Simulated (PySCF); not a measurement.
# What a mistake does to a calculation on FH5NSi2 cation

All numbers below are calculated, not measured. They come from PySCF 2.14.0, an open-source quantum chemistry program, on an isolated molecule that a program drew, which may never have been made. The molecule is FH5NSi2 cation (charge +1, singlet), drawn as the SMILES string `N[SiH2][SiH+]F`.

Each row is a Hartree-Fock (HF) and frozen-core CCSD(T) single point in the cc-pV(D+d)Z basis, meant for a local HF minimum. Run 1 is clean. Each other run has one planted mistake out of seven kinds, and not every kind appears here: one electron removed, one electron added, multiplicity raised by two, geometry at a saddle point, minimal basis STO-3G, one bond length entered in bohr, all coordinates scaled. The reference is restricted for singlets and unrestricted otherwise, and also for a bond in bohr. Adding or removing an electron swaps singlet and doublet. Electrons count all cores. HOMO and LUMO are orbital energies over both spins, the gradient is its largest component, and the lowest frequency (negative if imaginary) is given only where the gradient is small. Bond lengths are over the 8 bonds as drawn. T1 is the CCSD diagnostic: over 0.02 (restricted) or 0.045 (unrestricted) a single reference is doubtful.

Geometry of the clean run:
```xyz
9
FH5NSi2 cation, angstrom
N    -1.3288    1.8319    1.4635
Si    0.3339    1.6289    1.4450
Si    0.8089   -0.7641    1.8817
F     2.3049   -1.2580    1.9239
H    -1.8390    2.1401    2.2708
H    -1.8950    1.8306    0.6350
H     1.0462    2.2303    2.5763
H     0.9623    1.7668    0.1278
H    -0.0634   -1.9202    2.1305
```

```
run  electrons  basis functions  <S^2>  HOMO (eV)  LUMO (eV)  gradient (hartree/bohr)  lowest frequency (cm^-1)  mean bond (Å)  longest bond (Å)      T1  HF (hartree)  CCSD(T) (hartree)                          mistake
  1         48               99  0.000     -15.65      -5.08                  7.7e-06                        23         1.5173             2.478  0.0155    -734.47051         -735.05934                         no fault
  2         48               99  1.012     -13.85      -5.10                  2.8e-02                         -         1.7036             3.166  0.0167    -734.34852         -734.90430  one bond length entered in bohr
  3         49               99  0.781      -6.72       2.69                  5.3e-02                         -         1.5173             2.478  0.0143    -734.68662         -735.28226                                ?
  4         47               99  0.768     -22.41     -11.88                  1.1e-01                         -         1.5173             2.478  0.0343    -733.96739         -734.52266                                ?
```

**Which mistake was planted in run 3, and what did it cost?**

It counts 49 electrons, one more than the clean run, at the same geometry and basis. So the mistake is: one electron added. Subtracting run 1 and multiplying by 627.51 kcal/mol a hartree, the energy moved by -135.6 kcal/mol in HF and -139.9 kcal/mol in CCSD(T).

**Which mistake was planted in run 4, and what did it cost?**

It counts 47 electrons, one fewer than the clean run, at the same geometry and basis. So the mistake is: one electron removed. Subtracting run 1 and multiplying by 627.51 kcal/mol a hartree, the energy moved by 315.7 kcal/mol in HF and 336.8 kcal/mol in CCSD(T).

